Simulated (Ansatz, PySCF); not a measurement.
C₂H₇FOSi, SMILES C[Si@H](F)CO. Atoms are numbered in the order given.

```xyz
12

C      1.7891    -1.0473    -0.4146
Si     0.4909     0.2510    -0.0903
F      0.6210     0.7139     1.4700
C     -1.2309    -0.4579    -0.3672
O     -2.1793     0.5776    -0.2959
H      1.7920    -1.3458    -1.4749
H      2.7917    -0.6656    -0.1685
H      1.6107    -1.9471     0.1948
H      0.6924     1.4675    -0.9256
H     -1.3969    -1.2504     0.3932
H     -1.2307    -0.9749    -1.3518
H     -3.0588     0.1975    -0.3812
```
Charge 0, spin multiplicity 1.

Coordinates come from a PBE0-D3(BJ)/def2-SVP optimisation. The structure was generated by enumeration; whether it is a known compound was not checked. The values are those of a single conformer.

Two levels are set side by side: PBE-D3(BJ)/def2-SVP (Ansatz, an electronic-structure program) and PBE0-D3(BJ)/def2-SVP (Ansatz). Each level has its own optimised geometry; the coordinates shown are those of the second. Frequencies come from the Hessian of PySCF at each geometry. Differences are taken from unrounded values.

```
quantity                            PBE0-D3(BJ)
----------------------------------  -----------
mean bond length (Å)                      1.342
bond C1–Si2 (Å)                           1.864
bond Si2–F3 (Å)                           1.633
bond Si2–C4 (Å)                           1.883
bond C4–O5 (Å)                            1.406
bond C1–H6 (Å)                            1.102
bond C1–H7 (Å)                            1.101
bond C1–H8 (Å)                            1.101
bond Si2–H9 (Å)                           1.489
bond C4–H10 (Å)                           1.111
bond C4–H11 (Å)                           1.112
bond O5–H12 (Å)                           0.962
highest harmonic wavenumber (cm⁻¹)         3883
mean harmonic wavenumber (cm⁻¹)            1324
zero-point energy (kcal/mol)              56.79
```

Question: What does PBE-D3(BJ) give, and how far is it from PBE0-D3(BJ)? (The exact figures need the calculation; the answer reports its results.)

Answer: 
| quantity | PBE-D3(BJ) | PBE-D3(BJ) minus PBE0-D3(BJ) |
|---|---|---|
| mean bond length (Å) | 1.353 | 0.011 |
| bond C1–Si2 (Å) | 1.876 | 0.012 |
| bond Si2–F3 (Å) | 1.648 | 0.015 |
| bond Si2–C4 (Å) | 1.895 | 0.012 |
| bond C4–O5 (Å) | 1.419 | 0.013 |
| bond C1–H6 (Å) | 1.110 | 0.008 |
| bond C1–H7 (Å) | 1.109 | 0.008 |
| bond C1–H8 (Å) | 1.109 | 0.008 |
| bond Si2–H9 (Å) | 1.501 | 0.012 |
| bond C4–H10 (Å) | 1.121 | 0.010 |
| bond C4–H11 (Å) | 1.122 | 0.010 |
| bond O5–H12 (Å) | 0.974 | 0.012 |
| highest harmonic wavenumber (cm⁻¹) | 3700 | -182 |
| mean harmonic wavenumber (cm⁻¹) | 1278 | -46 |
| zero-point energy (kcal/mol) | 54.79 | -1.99 |

Exact exchange shortens and stiffens bonds; PBE has none. Differences between two approximate levels are no errors against the true value.
